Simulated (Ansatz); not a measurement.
`O=C=NP` + H₂Te → `P[TeH]` + `N=C=O` at 700 K and 1 bar (ligand exchange at a P–N bond).

Computed with Ansatz on PBE0-D4/def2-TZVP structures; ΔE is electronic, products minus reactants. CBS: MP2 limit from def2 TZ/QZ plus the TZ coupled-cluster correction, frozen cores. This one scheme is used for every species. Elements past krypton have def2 core potentials. For Te outer-core shells are correlated without core-valence functions, which leaves a few kJ/mol of doubt a bond. Each species was taken in one conformer, which may not be the lowest.

```csv
species,CCSD(T)/CBS energy (Eh),H − E (kJ/mol),S (J/(mol·K))
`O=C=NP`,-510.05485,131.3,369.7
H₂Te,-268.91024,57.2,261.6
`P[TeH]`,-610.46278,106.3,350.1
`N=C=O`,-168.51995,89.3,283.6
```

H − E and S are ideal-gas, rigid-rotor, harmonic terms from PBE0-D4/def2-TZVP, for one conformer and one mirror image of each species. 1 Eh = 2625.50 kJ/mol, R = 8.31446 J/(mol·K).

**Question.** By hand: ΔE, ΔH, ΔS and ΔG.

**Answer.** ΔE = (-610.46278) + (-168.51995) − (-510.05485) − (-268.91024) = -0.01764 Eh = -46.3 kJ/mol. Δ(H − E) = 106.3 + 89.3 − 131.3 − 57.2 = 7.1, so ΔH = -39.2 kJ/mol. ΔS = 350.1 + 283.6 − 369.7 − 261.6 = 2.4 J/(mol·K). ΔG = -39.2 − 700 × (2.4)/1000 = -40.9 kJ/mol.

**Question.** By hand: the equilibrium constant, and the temperature at which ΔG would vanish if ΔH and ΔS stayed fixed.

**Answer.** log₁₀ K = −ΔG/(RT ln 10) = 3.1. ΔH and −TΔS have one sign here, so there is no such temperature. One of them is within its doubt of zero, so this could turn.

The number of gas molecules stays the same, so ΔS is small and ΔH decides. A doubt of 5 kJ/mol in ΔE shifts log₁₀ K by 0.4 here. Other conformers and mirror images would add mixing entropy, several J/(mol·K) or more a flexible species. These are equilibria of isolated gas molecules and say nothing of rates. Largest T1 diagnostic: 0.018 (customary marks: 0.02 for closed shells, 0.045 for open ones).
